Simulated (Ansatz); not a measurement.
Gas-phase electronic energies from Ansatz, PBE0-D4/def2-TZVP geometries. CBS: MP2 limit from def2 TZ/QZ plus the TZ coupled-cluster correction, frozen cores. This one scheme is used for every species. Functionals use def2-TZVPP. One conformer a species, not always the lowest.

Reaction (ligand exchange at the Si–N bond): `C=C=N[SiH2]Cl` + CH₃OH → `CO[SiH2]Cl` + `C=C=N`

```csv
level,ΔE (kJ/mol)
PBE,-32.1
PBE0,-31.7
MP2/def2-TZVPP,-32.3
CCSD/def2-TZVPP,-37.6
CCSD(T)/def2-TZVPP,-36.9
HF/def2-QZVPP,-36.9
HF/CBS(def2),-36.9
MP2/CBS(def2),-30.8
```

Task: What does CCSD(T)/CBS give? (Best estimate.)

Result: Ansatz gave: -35.5 kJ/mol. The listed levels differ from it by 3.4, 3.8, 3.2, -2.1, -1.4, -1.4, -1.4, 4.7 kJ/mol.

Largest T1 diagnostic among the species: 0.015.
